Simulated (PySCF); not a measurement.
**Distorted geometries of [Tl(NH2)2]+**

[Tl(NH2)2]+ (singlet). PySCF 2.14.0, RKS PBE0, Tl def2-SVP with ECP60, N def2-SVP, H def2-SVP; non-relativistic Hamiltonian with scalar-relativistic core potentials where named; density fitting; no spin-orbit coupling. Relaxed geometry:

```xyz
7

Tl    0.0388   -0.0527   -0.0004
N    -0.1071    0.1053    2.0068
H     0.7863    0.3751    2.4285
H    -0.4258   -0.7679    2.4346
N     0.1828    0.1955   -1.9989
H     0.5043   -0.6575   -2.4629
H    -0.7124    0.4792   -2.4077
```

Task: Order these distorted geometries by energy above the relaxed one, lowest first.
A.
```xyz
7

Tl    0.0479   -0.0736    0.0309
N    -0.1425    0.1294    1.9707
H     0.8304    0.4010    2.4331
H    -0.4381   -0.7753    2.4257
N     0.1620    0.1804   -1.9303
H     0.5556   -0.6808   -2.4860
H    -0.7484    0.4957   -2.4440
```
B.
```xyz
7

Tl    0.0360   -0.0401    0.0569
N    -0.0946    0.1035    1.9699
H     0.8017    0.4136    2.4298
H    -0.4426   -0.7805    2.4170
N     0.1857    0.1742   -2.0479
H     0.4837   -0.6901   -2.4379
H    -0.7027    0.4963   -2.3879
```
C.
```xyz
7

Tl    0.0633   -0.0051    0.0284
N    -0.0578    0.1638    2.0656
H     0.7374    0.3926    2.4268
H    -0.4702   -0.8468    2.4444
N     0.2016    0.1763   -2.0381
H     0.5879   -0.6546   -2.5324
H    -0.7951    0.4507   -2.3947
```

Result: B (0.28 eV), A (0.42 eV), C (0.91 eV).

Task: Which forces (eV/Å) act in the one that lies 0.42 eV up?

Result: 
```
Tl  -0.20 -0.08 -0.97
N    2.21 -0.33  2.98
H   -2.52 -0.64 -1.11
H    0.29  1.04 -0.45
N   -0.77 -1.29 -3.25
H   -0.92  2.02  1.42
H    1.91 -0.71  1.36
```
Forces carry noise of the integration grid, about 0.01 to 0.03 eV/Å.
